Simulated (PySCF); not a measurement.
Finite-field polarisability of Br (bromine, neutral)

[Ar] 3d10 4s2 4p5, 2P determinant. All numbers are calculated (PySCF 2.14, scalar relativity by spin-free X2C-1e, in aug-cc-pVQZ-DK (8s7p5d3f2g, 93 functions)). Frozen: [Ar] 3d10. Energy changes in a uniform field (μhartree):

| axis | F (au) | HF | MP2 | CCSD | CCSD(T) |
| --- | --- | --- | --- | --- | --- |
| x | 0.0033 | -100.946 | -103.683 | -103.173 | -103.819 |
| x | 0.0066 | -403.892 | -414.862 | -412.823 | -415.410 |
| y | 0.0031 | -101.268 | -104.445 | -103.645 | -104.494 |
| y | 0.0062 | -405.277 | -418.013 | -414.809 | -418.212 |

By symmetry the remaining axis equals y.

Derive α along x at CCSD(T) from the two fields.

With ΔE = −αF²/2 − γF⁴/24, α = −(16 ΔE(F) − ΔE(2F))/(6F²) = 19.06 bohr³.

And the mean polarisability at each level?

The components xx, yy, zz at CCSD(T) are 19.06, 21.74, 21.74, the third axis being equal by symmetry to one of the two computed. Means: HF 20.23, MP2 20.84, CCSD 20.69, CCSD(T) 20.85 bohr³. Reference: 21 ± 1 bohr³ (recommended; Schwerdtfeger and Nagle, table of static dipole polarizabilities (2023 update)).
